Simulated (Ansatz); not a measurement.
CH4AlFS, SMILES `[CH3][Al]([F])[SH]` at its PBE0-D4/def2-TZVP geometry, where that method's forces vanish. The species carries charge 0 and has multiplicity 1.

```xyz
8

C     0.9210   -0.0775    0.7100
Al   -0.2344    0.4350   -0.7542
F     0.2974    1.5059   -1.8911
S    -2.2618   -0.2838   -1.0853
H     0.4376   -0.7694    1.4026
H     1.8287   -0.5558    0.3305
H     1.2374    0.8043    1.2745
H    -2.2260   -1.0586    0.0129
```

**Question.** What forces (eV/Å) does r2SCAN-D4/def2-TZVPP give on these atoms in Ansatz? (Best estimate.)

**Answer.** The calculation gave: 
```
C1  -0.039  0.007 -0.034
Al2  0.021 -0.020  0.041
F3   0.014  0.025 -0.026
S4  -0.037 -0.009 -0.012
H5   0.033  0.015 -0.001
H6  -0.005  0.010  0.029
H7   0.012 -0.029  0.002
H8   0.001  0.000  0.001
```
